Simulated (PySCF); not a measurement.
C₂H₃AlFNO₂, SMILES O=C=[N][Al]([F])[O]C. Atoms are numbered in the order given.

```xyz
10

Al     0.6078     0.5349     0.0000
F      2.2377     0.8086     0.0000
N      0.0273    -1.1291     0.0000
C     -0.3347    -2.2764     0.0000
O     -0.6938    -3.3907     0.0000
O     -0.4239     1.8530     0.0000
C     -1.7916     2.1495     0.0000
H     -2.0540     2.7466     0.8909
H     -2.0540     2.7466    -0.8909
H     -2.4250     1.2427     0.0000
```

Geometry: B3LYP-D3(BJ)/def2-SVP. The values are those of a single conformer.

Two levels are set side by side: PBE/pcSseg-1 (PySCF) and B3LYP/pcSseg-1 (PySCF). GIAO shifts against CFCl3 (¹⁹F), H2O (¹⁷O), NH3 (¹⁵N), TMS (¹H), TMS (¹³C) at the same level; non-relativistic, no solvent, atoms listed together averaged. Differences are taken from unrounded values.

| quantity | B3LYP | PBE | PBE minus B3LYP |
|---|---|---|---|
| δ(¹⁹F) of F2 (ppm) | -207.6 | -223.5 | -16.0 |
| δ(¹⁵N) of N3 (ppm) | 38.7 | 41.8 | 3.1 |
| δ(¹³C) of C4 (ppm) | 128.9 | 124.3 | -4.6 |
| δ(¹⁷O) of O5 (ppm) | 137.9 | 141.5 | 3.6 |
| δ(¹⁷O) of O6 (ppm) | 12.7 | 23.6 | 10.9 |
| δ(¹³C) of C7 (ppm) | 57.8 | 58.9 | 1.1 |
| δ(¹H) of H8, H9, H10 (ppm) | 4.26 | 4.36 | 0.10 |

Rough cost on one machine, each run with all the roots and properties that it gave: B3LYP against PBE within a factor of 2.
